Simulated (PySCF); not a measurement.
Input for PySCF: U-TPSSh/def2-TZVPP on O2W (SMILES [O]=[W]=[O]), 2S+1 = 3, a spin state set in the input, which need not be the lowest. Elements past Kr take the def2 small-core potentials; no spin–orbit coupling.

```python
from pyscf import gto, dft

mol = gto.M(
    atom='''
    W     0.36363204   -0.30433598    0.36683468
    O     0.89578749    0.34905783   -1.12698936
    O    -1.29258825    0.00264974    0.68983505
    ''',
    basis='def2-tzvpp',
    ecp={'W': 'def2-tzvpp'},
    charge=0, spin=2, verbose=4, max_memory=1800)
mf = dft.UKS(mol, xc='tpssh').density_fit(auxbasis='def2-universal-jkfit')
mf.grids.level = 4
mf.conv_tol = 1e-9
mf.max_cycle = 150
mf.kernel()
mf.dip_moment()
```

The head of its log:

```
PySCF version 2.14.0

[INPUT] verbose = 4
[INPUT] num. atoms = 3
[INPUT] num. electrons = 30
[INPUT] charge = 0
[INPUT] spin (= nelec alpha-beta = 2S) = 2
[INPUT] symmetry False subgroup None
[INPUT] Mole.unit = angstrom
[INPUT] Symbol           X                Y                Z      unit          X                Y                Z       unit  Magmom
[INPUT]  1 W      0.363632040000  -0.304335980000   0.366834680000 AA    0.687164965717  -0.575111652051   0.693217078192 Bohr   0.0
[INPUT]  2 O      0.895787490000   0.349057830000  -1.126989360000 AA    1.692793021912   0.659623700335  -2.129701235699 Bohr   0.0
[INPUT]  3 O     -1.292588250000   0.002649740000   0.689835050000 AA   -2.442637784331   0.005007282901   1.303599315626 Bohr   0.0

nuclear repulsion = 80.9321758344251
number of shells = 38
number of NR pGTOs = 174
number of NR cGTOs = 118
basis = def2-tzvpp
ecp = {'W': 'def2-tzvpp'}


******** <class 'pyscf.df.df_jk.DFUKS'> ********
method = DFUKS
initial guess = minao
damping factor = 0
level_shift factor = 0
DIIS = <class 'pyscf.scf.diis.CDIIS'>
diis_start_cycle = 1
diis_space = 8
diis_damp = 0
SCF conv_tol = 1e-09
SCF conv_tol_grad = None
SCF max_cycles = 150
direct_scf = False
number electrons alpha = 16  beta = 14
XC library pyscf.dft.libxc version 7.1.2
    S. Lehtola, C. Steigemann, M. J. T. Oliveira, and M. A. L. Marques,  SoftwareX 7, 1–5 (2018)
XC functionals = tpssh
    V. N. Staroverov, G. E. Scuseria, J. Tao, and J. P. Perdew,  J. Chem. Phys. 119, 12129 (2003)
radial grids:
    Treutler-Ahlrichs [JCP 102, 346 (1995); DOI:10.1063/1.469408] (M4) radial grids

becke partition: Becke, JCP 88, 2547 (1988); DOI:10.1063/1.454033
pruning grids: <function nwchem_prune>
grids dens level: 4
symmetrized grids: False
atomic radii adjust function: <function treutler_atomic_radii_adjust>
small_rho_cutoff = 0
Set gradient conv threshold to 3.16228e-05
tot grids = 91552
******** <class 'pyscf.df.df.DF'> ********
auxbasis = def2-universal-jkfit
init E= -197.249168778495
  alpha nocc = 16  HOMO = -0.257065711451149  LUMO = -0.23962541616712
  beta  nocc = 14  HOMO = -0.56939133826415  LUMO = -0.292997096310753

WARN: HOMO -0.257065711451149 >= LUMO -0.292997096310753

cycle= 1 E= -216.89371566738  delta_E= -19.6  |g|= 1.33  |ddm|= 7.49
  alpha nocc = 16  HOMO = -0.0494546117216927  LUMO = -0.0289755756064352
  beta  nocc = 14  HOMO = -0.247558291286619  LUMO = -0.115754117281128

WARN: HOMO -0.0494546117216927 >= LUMO -0.115754117281128

cycle= 2 E= -203.831328049589  delta_E= 13.1  |g|= 4.71  |ddm|= 5.68
  alpha nocc = 16  HOMO = -0.162576484584179  LUMO = -0.0721135130782402
  beta  nocc = 14  HOMO = -0.262514682633348  LUMO = -0.125654039157368
  HOMO = -0.162576484584  LUMO = -0.125654039157  gap/eV = 1.00471
```

Task: Give the final energy of this run.

Result: -217.6179 hartree.
